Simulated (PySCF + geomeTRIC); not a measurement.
The multiplicity is imposed and other spin states were not computed.

Species: [Ir(NH3)6]3+ (charge 3, multiplicity 1).

### Question
Give a relaxed geometry from BP86-D3(BJ)/def2-SVP in PySCF + geomeTRIC.

### Answer
the end point of this relaxation.
Cartesian coordinates (Å) in one orientation:
```xyz
25

Ir     0.000     0.000     0.000
N      2.004    -0.762    -0.110
H      2.181    -1.392    -0.917
H      2.302    -1.322     0.712
H      2.742    -0.036    -0.196
N      0.369     1.202    -1.739
H      0.472     2.218    -1.550
H     -0.374     1.157    -2.464
H      1.236     0.958    -2.257
N     -0.371    -1.199     1.742
H     -0.540    -2.205     1.549
H     -1.202    -0.910     2.294
H      0.400    -1.204     2.438
N     -2.005     0.759     0.109
H     -2.322     1.272    -0.736
H     -2.172     1.430     0.884
H     -2.736     0.034     0.249
N      0.667     1.607     1.257
H      0.236     2.529     1.047
H      1.687     1.796     1.217
H      0.481     1.471     2.269
N     -0.665    -1.608    -1.257
H     -0.272    -2.538    -1.014
H     -0.431    -1.495    -2.262
H     -1.692    -1.764    -1.258
```
